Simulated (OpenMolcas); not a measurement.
## How methods differ on GeSiH5Cl (SMILES Cl[SiH2][GeH3])

GeSiH5Cl has 8 atoms, charge 0, and is taken as a singlet. As SMILES, `Cl[SiH2][GeH3]`. The shape is that of a PBE0-D4/def2-TZVP optimisation.

Quantity: the vertical energy of the triplet above the singlet, in eV. The values are calculated.

```tsv
level	kind	program	value (eV)	less CCSD(T)/cc-pVDZ
SVWN5/cc-pVDZ	LDA	OpenMolcas	5.54	-0.73
PBE/cc-pVDZ	GGA	OpenMolcas	5.51	-0.76
revPBE/cc-pVDZ	GGA	OpenMolcas	5.53	-0.74
TPSS/cc-pVDZ	meta-GGA	OpenMolcas	5.68	-0.59
r2SCAN/cc-pVDZ	meta-GGA	OpenMolcas	5.73	-0.54
BHLYP/cc-pVDZ	global hybrid	OpenMolcas	6.25	-0.02
PBE0/cc-pVDZ	global hybrid	OpenMolcas	5.84	-0.43
CCSD(T)/cc-pVDZ, open shells restricted	coupled cluster or CI	OpenMolcas	6.27	0.00
```

CCSD(T)/cc-pVDZ, open shells restricted is the highest level here, not the true value. All-electron rows without a relativistic Hamiltonian named are non-relativistic. The values span 5.51 to 6.27 eV. A triplet this far above the singlet is often a Rydberg-like or dissociative state; sets without diffuse functions put Rydberg states too high. In the correlated wave-function rows the outer d shell of Ge is correlated, in sets not made for it.
